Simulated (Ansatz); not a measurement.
Ansatz results at the PBE0-D4/def2-TZVP geometry: size of the dipole moment (B3LYP/def2-TZVPP) 2.12 D; HOMO–LUMO gap (PBE/def2-TZVPP) 4.70 eV; HOMO energy (PBE0/def2-TZVPP) -6.63 eV.

Each molecule was computed in one conformer, which needn't be the lowest.

Task: Which molecule gave them?
A. `N[SiH](O)[SbH2]`
B. `[OH][SbH][NH][SiH3]`
C. `N[SiH2][SbH][OH]`
D. `[AlH2][CH2]CI`

Result: A. The others give `[AlH2][CH2]CI`: 2.02, 3.43, -7.04; `N[SiH2][SbH][OH]`: 1.61, 3.59, -6.62; `[OH][SbH][NH][SiH3]`: 2.68, 4.57, -7.39.

B3LYP here is the variant with VWN-RPA as its local correlation; programs differ in this.
